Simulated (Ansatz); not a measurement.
Conformers of FGeH₈N₃Si (`[NH2][GeH2][NH][SiH](N)F`), each relaxed with PBE0-D4/def2-TZVP in Ansatz. CBS adds the triple-zeta coupled-cluster correction to the MP2 limit.

Outer-core shells of Ge are correlated without core-valence functions. Scalar relativity is left out up to krypton. Spin–orbit coupling is left out.

Not all of them had a frequency check.

Conformer A:

```xyz
14

N    -1.982   -0.214   -0.124
Ge   -0.934    1.211    0.412
N     0.699    1.004   -0.387
Si    1.709   -0.368   -0.288
N     0.778   -1.601    0.392
F     2.257   -0.636   -1.775
H    -2.792   -0.371    0.462
H    -2.290   -0.162   -1.086
H    -1.452    2.591   -0.049
H    -0.864    1.110    1.943
H     0.956    1.740   -1.026
H     2.949   -0.213    0.505
H     1.174   -2.407    0.843
H    -0.207   -1.685    0.179
```

Conformer B:

```xyz
14

N     0.571   -1.508   -1.221
Ge    0.285    0.293   -1.519
N    -0.907    0.853   -0.243
Si   -0.691    0.780    1.446
N     0.490   -0.397    1.722
F    -0.152    2.141    2.103
H    -0.192   -2.104   -1.514
H     1.426   -1.859   -1.629
H    -0.380    0.612   -2.875
H     1.663    0.955   -1.383
H    -1.772    1.229   -0.599
H    -2.017    0.612    2.087
H     0.632   -1.153    1.067
H     1.044   -0.454    2.557
```

(1) Which is lowest in electronic energy at CCSD(T)/CBS (frozen core, def2 sets), and by how much? (An estimate is asked.)

(2) Give the energies relative to A (kJ/mol) with B3LYP-D4/def2-TZVPP, r2SCAN/def2-TZVPP, PBE0/def2-TZVPP, HF/def2-TZVPP, SCS-MP2/def2-TZVPP, HF/def2-QZVPP, SCS-MP2/def2-QZVPP. (Best estimate.)

Results:

(1) The calculation gave: A; B lies 1.5 kJ/mol higher. Gaps under about 2 kJ/mol don't settle the order.

(2) The calculation gave: 
```tsv
level	B
B3LYP-D4/def2-TZVPP	1.5
r2SCAN/def2-TZVPP	1.3
PBE0/def2-TZVPP	1.5
HF/def2-TZVPP	1.4
SCS-MP2/def2-TZVPP	1.7
HF/def2-QZVPP	1.3
SCS-MP2/def2-QZVPP	1.5
```

B3LYP here is the variant with VWN-RPA as its local correlation; programs differ in this.
